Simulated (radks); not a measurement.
Task: These are the eigenvalues of the occupied orbitals of an atom or ion with whole-number occupations (eV). All-electron calculation, non-relativistic Kohn-Sham, LDA (Slater exchange, Perdew-Wang correlation), spin-unpolarised, spherical densities, point nucleus. Program: a radial shooting solver on a logarithmic mesh with Libxc functionals.

1s: -30152.31
2s: -6217.645
2p: -5982.874
3s: -2494.538
3p: -2411.285

Which element is it, and in what charge state? The configuration may be excited.

Result: Z = 50, tin, charge +37: Sn37+ in [Ne] 3s2 3p1. The list shows which subshells hold electrons but not how many an open one holds; the 1s level, -1108.1 hartree, gives Z - s = 47.1 by -(Z - s)^2/2, which with screening narrows Z to a few neighbours, and the depths of the outer levels then fix element, charge and occupations together.
